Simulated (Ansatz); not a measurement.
Basis-set series for CH₄OSSi (`S[SiH]1CO1`). Charge 0, multiplicity 1. The structure was optimised at the PBE0-D4/def2-TZVP level. It is one conformer, not always the lowest.

| functional | basis | functions | energy (Eh) | HOMO (eV) | LUMO (eV) |
| --- | --- | --- | --- | --- | --- |
| PBE0-D4 | def2-TZVPP | 202 | -803.11990 | -7.48 | -0.17 |
| PBE0-D4 | def2-QZVPP | 374 | -803.14894 | -7.51 | -0.30 |
| ωB97M-V | def2-TZVPP | 202 | -803.41958 | -9.69 | 1.60 |
| ωB97M-V | def2-QZVPP | 374 | -803.44705 | -9.72 | 1.28 |

**Question.** Give the rows for def2-SVP. (Best estimate.)

**Answer.** Computed: 
```csv
functional,basis,functions,energy (Eh),HOMO (eV),LUMO (eV)
PBE0-D4,def2-SVP,84,-802.73258,-7.39,0.25
ωB97M-V,def2-SVP,84,-803.02876,-9.57,2.20
```

Positive LUMOs are unbound and depend on the basis.
